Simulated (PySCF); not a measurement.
A structure optimised at PBE-D3(BJ)/def2-SVP, used in a PySCF frequency run:

```
Sb
C 1 2.1896
H 2 1.1062 1 109.30
H 2 1.1063 3 109.80 1 -120.27
H 2 1.1089 3 109.96 4 -120.41
C 1 2.1896 2 93.33 3 48.93
H 6 1.1062 1 109.30 2 -48.93
H 6 1.1063 7 109.80 1 120.27
H 6 1.1089 7 109.96 8 120.41
Br 1 2.5710 2 94.91 3 -46.30
```

Task: Write its SMILES, formula and point group.

Result: [CH3][Sb]([CH3])[Br], C2H6BrSb, Cs

Task: What are its rotational constants (standard atomic weights)?

Result: 3.6166, 1.1894, 1.1184 GHz
